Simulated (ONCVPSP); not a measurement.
**What the settings do to the ONCV potential of B (Z = 5)**

Base potential:

- Element: boron
- Generator: ONCVPSP 4.0.1
- Type: optimised norm-conserving Vanderbilt (ONCV)
- Functional: BLYP
- Relativity: scalar-relativistic
- Frozen core: [He]
- Valence charge: 3
- Reference configuration: 2s2 2p0.5 (charge +0.5)
- Partial waves: 2s: rc 1.05 bohr, ncon 3, nbas 6, qcut 7.8 1/bohr, 2 projectors, debl 2.3 Ha; 2p: rc 2.15 bohr, ncon 3, nbas 7, qcut 6.3 1/bohr, 2 projectors, debl 1.8 Ha
- Local potential: polynomial inside 0.75 bohr (lpopt 5, dvloc0 2 Ha)
- Core correction: Teter function, fcfact 2.5, rcfact 1.25

All-electron outer shells of the reference configuration (BLYP, scalar-relativistic, ld1.x):

```tsv
shell	level (eV)	outermost node (bohr)	outermost maximum (bohr)
1s	-186.93	–	0.21
2s	-14.00	0.46	1.48
2p	-8.04	–	1.46
```

Cutoffs, loose and tight: the cutoffs (Ha) at which the residual kinetic energy of the hardest occupied pseudo-wave falls to 1 and 0.1 mHa per electron. They do not see the model core or the augmentation charge, which bear on the density cutoff. Test errors are all-electron minus pseudo excitation energies from the reference, over the configurations 2s2 2p1; 2s2 2p0; 2s1 2p0; 2s0 2p3. A dash means not determined; rows that change the core or the reference have their own tests.

A true bound ghost makes a file unfit for plane-wave use even where its test errors are small: the radial tests pick states by their node count and pass the ghost by.

```csv
change,outcome,"cutoff, loose","cutoff, tight",bound ghosts,GHOST(+) flags above zero,largest test error (meV)
base,generated,12 Ha,25 Ha,s,none,+106
s: qcut 5.5; p: qcut 4.4,generated,12 Ha,22 Ha,none,none,+148
s: qcut 6.1; p: qcut 4.9,generated,12 Ha,18 Ha,none,none,+136
s: qcut 8.8; p: qcut 7.1,generated,13 Ha,31 Ha,s,none,+97
s: qcut 9.9; p: qcut 8,generated,27 Ha,38 Ha,s,none,+91
s: qcut 10.8; p: qcut 8.7,generated,33 Ha,44 Ha,s,none,+87
```

(1) What comes out with this change to the base: s: qcut 7.9; p: qcut 6.4?

Results:

(1) outcome: generated; cutoff, loose: 12 Ha; cutoff, tight: 26 Ha; bound ghosts: s; GHOST(+) flags above zero: none; largest test error (meV): +105.
